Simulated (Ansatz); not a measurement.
A nudged elastic band was laid between two geometries of GaH$_{5}$S (7 atoms, charge 0, multiplicity 1).

These are results of RKS PBE-D4/def2-SVP in Ansatz 0.2.0, not measurements.

```
movable images  : 9
climbing image  : yes
spring          : 5.0 eV/Å²
optimiser       : quadratic models (default)
start path      : straight line
force threshold : 0.03 eV/Å
iteration limit : 60
end points      : relaxed
```

First end point:

```xyz
7
Properties=species:S:1:pos:R:3
Ga -0.037 0.098 -0.013
H -0.541 0.545 1.424
H 1.498 0.261 -0.373
H -1.098 -0.058 -1.181
S 0.117 -2.489 0.486
H -1.129 -2.631 1.022
H 0.690 -2.390 1.719
```

Last end point:

```xyz
7
Properties=species:S:1:pos:R:3
Ga 0.141 -0.688 -0.358
H -0.099 0.384 2.174
H 1.521 0.058 -0.422
H -1.286 -0.083 -0.628
S 0.293 -2.867 0.072
H -1.050 -3.088 0.009
H -0.020 -0.381 2.237
```

What changes between the two ends?

Bonds broken: Ga1–H2, S5–H7. Bonds formed: H2–H7. GaH5S becomes GaH3S + H2.

What energy profile does the band end with?

The forces met the threshold. The highest image is number 5 of 0 to 10, 11.9 kcal/mol above the first end and 20.1 kcal/mol above the last; the last end lies 8.2 kcal/mol below the first. Another band between the same ends (9 images) ends at a top of the same energy, where a vibrational analysis finds 1 clearly imaginary mode. The orbitals stay closed-shell, which can raise the energy where a bond breaks towards radicals; this wasn't checked here.

```csv
image,path coordinate (Å),energy (kcal/mol),Ga1–H2 (Å),S5–H7 (Å),H2–H7 (Å)
0,0.00,0.0,1.59,1.36,3.20
1,0.44,0.2,1.59,1.36,3.05
2,0.89,0.7,1.59,1.36,2.71
3,1.33,2.7,1.60,1.37,2.15
4,1.77,6.3,1.63,1.41,1.63
5,2.21,11.9,1.74,1.66,1.12
6,2.58,4.9,1.94,2.03,0.87
7,2.96,-3.4,2.20,2.40,0.79
8,3.33,-6.7,2.44,2.72,0.78
9,3.70,-7.9,2.63,3.00,0.77
10,4.07,-8.2,2.76,3.31,0.77
```

What is the geometry of the highest image?


```xyz
7
Properties=species:S:1:pos:R:3
Ga 0.120 -0.194 -0.062
H -0.087 -0.160 1.667
H 1.595 0.232 -0.358
H -1.257 0.105 -0.743
S 0.229 -2.612 0.560
H -1.124 -2.776 0.509
H 0.025 -1.261 1.510
```

The band took 10 iterations and about 2.6 core-minutes.

Run time: 2.6 min on 1 thread of Arm Neoverse V2 (shared host), peak memory 0.15 GiB.
